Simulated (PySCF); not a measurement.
Mg(SH)(SMe) (CH4MgS2), SMILES C[S][Mg][SH]. Geometry optimised at PBE0-D3(BJ)/def2-SVP. Other conformers were not sampled.

Computed equilibrium geometry at PBE0-D3(BJ)/def2-SVP (PySCF confirms it by a frequency run) as bond lengths and angles (one conformer of several):
Atoms: Mg1 S2 H3 S4 C5 H6 H7 H8. Bonded distances (Å): Mg1–S2 2.308, Mg1–S4 2.303, S2–H3 1.353, S4–C5 1.833, C5–H6 1.099, C5–H7 1.099, C5–H8 1.099. Angles (°): S2–Mg1–S4 178.4, Mg1–S2–H3 93.1, Mg1–S4–C5 103.7, S4–C5–H6 112.2, S4–C5–H7 106.8, S4–C5–H8 112.3, H6–C5–H7 107.9, H6–C5–H8 109.4, H7–C5–H8 107.9.
Charge 0, spin multiplicity 1.
